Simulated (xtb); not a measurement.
FH3S3Zr, SMILES [SH][Zr]([F])([SH])[SH], multiplicity 1. All values are semi-empirical tight-binding results from xtb (GFN2-xTB unless named), good for trends rather than for accurate numbers. The structure is a stationary point at GFN2-xTB. The multiplicity is an assumed one; no other spin state was optimised. The structure was generated by enumeration; whether it is a known compound was not checked. The values are those of a single conformer.

For metal compounds this method's bond lengths and energies can be far off.

| Quantity | Value |
|---|---|
| orbital gap | 1.79 eV |
| zero-point energy | 15.0 kcal/mol |
| G − E(el) at 298.15 K (modified RRHO) | -9.6 kcal/mol |
